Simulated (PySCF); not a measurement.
# How methods differ on the ionisation energy of Zn⁺

Zn⁺ [Ar] 3d10 4s1 (2S) → Zn²⁺ [Ar] 3d10 (1S), as a difference of total energies. Calculation: PySCF 2.14, in aug-cc-pVDZ-PP with ECP10MDF (5s5p4d2f, 54 functions); scalar relativity through the core potential. Correlated levels: valence: 3s2 3p6 frozen. The calculations carry no spin-orbit coupling.

```
           method  ionisation energy (eV)
              UHF                  16.801
              PBE                  18.555
             PBE0                  18.185
    MP2 (valence)                  17.678
SCS-MP2 (valence)                  17.534
```

How much does correlation contribute at MP2 (valence)?

17.678 − (16.801) = 0.877 eV, measured against UHF.

Errors of the correlated levels include the incompleteness of this basis and the frozen core.

For comparison: 17.964 eV (measured; NIST Atomic Spectra Database, ionization energies).
